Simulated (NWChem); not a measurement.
Basis-set convergence for sulfur tetrafluoride (F4S)

```xyz
5

F      0.0000     1.2294     0.6250
S      0.0000     0.0000    -0.3880
F      1.6694     0.0000    -0.2801
F     -1.6694     0.0000    -0.2801
F      0.0000    -1.2294     0.6250
```
Charge 0, spin multiplicity 1.

Program: NWChem. The geometry was optimised at B3LYP/def2-SVP, a minimum by its harmonic frequencies.

Quantity: LUMO energy at the level B3LYP.

B3LYP has NWChem's definition, with VWN1-RPA local correlation. The Pople sets run with spherical d functions.

```json
[
 {"basis": "3-21G", "functions": "49", "LUMO energy (eV)": "-1.90"},
 {"basis": "6-31G*", "functions": "74", "LUMO energy (eV)": "-2.17"},
 {"basis": "cc-pVDZ", "functions": "74", "LUMO energy (eV)": "-2.28"},
 {"basis": "def2-SVP", "functions": "74", "LUMO energy (eV)": "-2.40"},
 {"basis": "6-31+G*", "functions": "94", "LUMO energy (eV)": "…"},
 {"basis": "6-311G**", "functions": "98", "LUMO energy (eV)": "…"},
 {"basis": "cc-pVTZ", "functions": "154", "LUMO energy (eV)": "-2.57"},
 {"basis": "def2-TZVP", "functions": "161", "LUMO energy (eV)": "-2.73"},
 {"basis": "def2-TZVPP", "functions": "166", "LUMO energy (eV)": "-2.73"},
 {"basis": "def2-TZVPD", "functions": "206", "LUMO energy (eV)": "…"}
]
```

### Question
Complete the blanks.

### Answer

- 6-31+G*, LUMO energy (eV): -3.03
- 6-311G**, LUMO energy (eV): -2.81
- def2-TZVPD, LUMO energy (eV): -2.86
